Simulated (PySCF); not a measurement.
Compound: C4H10OSi.
Atom-mapped SMILES: `[CH2:1]=[CH:2][CH2:3][CH2:4][O:5][SiH3:6]` (hydrogens: H7, H8 on C1; H9 on C2; H10, H11 on C3; H12, H13 on C4; H14, H15, H16 on Si6)

Structure used (PBE0-D3(BJ)/def2-SVP), in Å, numbered top down from 1:
```
atom  x, y, z in Å
C1    -2.8099    0.3548    0.6561
C2    -1.6683   -0.2598    0.3444
C3    -0.9232   -0.0921   -0.9412
C4     0.5162    0.3533   -0.7392
O5     1.2089   -0.6247   -0.0015
Si6    2.7369   -0.3966    0.6213
H7    -3.2996    1.0425   -0.0419
H8    -3.3030    0.1907    1.6179
H9    -1.2051   -0.9396    1.0690
H10   -1.4359    0.6339   -1.5930
H11   -0.8967   -1.0555   -1.4812
H12    0.9987    0.5050   -1.7239
H13    0.5328    1.3273   -0.2110
H14    3.7346   -0.1731   -0.4725
H15    2.7632    0.7911    1.5322
H16    3.0753   -1.6338    1.3740
```

Computed with core-valence-separated Tamm–Dancoff BHandHLYP/aug-pcX-1 (pcseg-1 on H, def2-SVPD on Si) in PySCF, non-relativistic, gas phase, PBE0-D3(BJ)/def2-SVP geometry.

Computed carbon K-edge spectrum, Gaussian lines of 0.3 eV full width, highest printed point 100; it ends one width below the last computed root. The energies are unshifted.

(photon energy (eV), absorption): (282.3, 3), (282.4, 18), (282.5, 58), (282.6, 100), (282.7, 94), (282.8, 47), (282.9, 13), (283.0, 2), (283.1, 0), (283.2, 0), (283.3, 0), (283.4, 0), (283.5, 0), (283.6, 0), (283.7, 0), (283.8, 0), (283.9, 0), (284.0, 0), (284.1, 0), (284.2, 0), (284.3, 0), (284.4, 0), (284.5, 0), (284.6, 0), (284.7, 0), (284.8, 0), (284.9, 0), (285.0, 0), (285.1, 0), (285.2, 0), (285.3, 1), (285.4, 5), (285.5, 12), (285.6, 16), (285.7, 15), (285.8, 16), (285.9, 27), (286.0, 38), (286.1, 40), (286.2, 33), (286.3, 27), (286.4, 21), (286.5, 13), (286.6, 14), (286.7, 25), (286.8, 32), (286.9, 26), (287.0, 15), (287.1, 8), (287.2, 8)

Where are the maxima, and which lines make them up?

4 maxima:
- 282.6 eV: C1 (terminal =CH2 carbon), 282.64 eV, f = 0.086, 1s→π*, 70 % of the height at the exact maximum; C2 (alkene CH carbon), 282.63 eV, f = 0.037, 1s→π*, 30 % of the height at the exact maximum
- 285.6 eV: C3 (allylic carbon), 285.58 eV, f = 0.009, 47 % of the height at the exact maximum; C1 (terminal =CH2 carbon), 285.61 eV, f = 0.009, 47 % of the height at the exact maximum
- 286.1 eV: C2 (alkene CH carbon), 286.12 eV, f = 0.022, 42 % of the height at the exact maximum; C1 (terminal =CH2 carbon), 286.04 eV, f = 0.019, 40 % of the height at the exact maximum; C3 (allylic carbon), 285.91 eV, f = 0.014, 15 % of the height at the exact maximum
- 286.8 eV: C4 (sp3 carbon bound to oxygen), 286.78 eV, f = 0.032, 83 % of the height at the exact maximum

Further lines of some strength in the range: C3, 286.36 eV, f = 0.023.

Roots within 0.03 eV on the same or equivalent atoms count as one line; shares under 12 % aren't listed.

Vibrational structure and lifetime widths aren't in the curve. The ionisation threshold wasn't computed; near and above it a finite basis only mimics Rydberg series and continuum.

Time: 24 s; peak memory 0.97 GiB. Hardware: one thread of an Arm Neoverse V2, shared host with 96 logical CPUs at a one-minute load of 85.

One conformer stands for the species.
